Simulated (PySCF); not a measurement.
CH3ClF2OSi, SMILES OC[Si](F)(F)Cl.

Geometry optimised at B3LYP-D3(BJ)/def2-SVP. The structure was generated by enumeration, and PubChem lists no compound with its InChIKey, so it may never have been made. One conformer was computed; it need not be the lowest.

The numbers are results of SMD-ωB97X/6-31G* (PySCF), not measurements.

Solvation free energies are E(SMD) − E(gas) at the gas-phase geometry, for 1 M in both phases. In vacuum the dipole moment is 1.74 D.

```
solvent                ΔG(solv) (kcal/mol)  its non-electrostatic (CDS) part  dipole (D)
---------------------  -------------------  --------------------------------  ----------
water                                  ___                               ___         ___
acetone                               -6.1                              -1.0        2.17
N,N-dimethylformamide                 -5.6                              -0.6        2.19
```

Complete the blanks. (The exact figures need the calculation; the answer reports its results.)


- water, ΔG(solv) (kcal/mol): -5.0
- water, its non-electrostatic (CDS) part: 3.3
- water, dipole (D): 2.21
